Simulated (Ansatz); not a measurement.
BClH (SMILES [BH]Cl) moved off its minimum; all values from Ansatz (an electronic-structure program), cores frozen in correlated methods. Open shells are unrestricted.
(charge 0, multiplicity 2)
```xyz
3

B     -1.12387     0.45728     0.06516
Cl     0.45838    -0.15184    -0.03367
H     -2.12192    -0.18314     0.02171
```

Forces at r2SCAN/def2-TZVPP (eV/Å):

```json
[
 {"atom": "B1", "Fx": "-0.276", "Fy": "0.359", "Fz": "0.043"},
 {"atom": "Cl2", "Fx": "0.312", "Fy": "-0.204", "Fz": "-0.028"},
 {"atom": "H3", "Fx": "-0.036", "Fy": "-0.155", "Fz": "-0.015"}
]
```

### Question
Give the forces (eV/Å), the total energy and the dipole at CCSD(T)/aug-cc-pV(T+d)Z.

### Answer

```csv
atom,Fx,Fy,Fz
B1,-0.434,0.382,0.049
Cl2,0.453,-0.250,-0.036
H3,-0.019,-0.132,-0.013
```
Energy -485.0686 hartree, dipole 0.52 D.
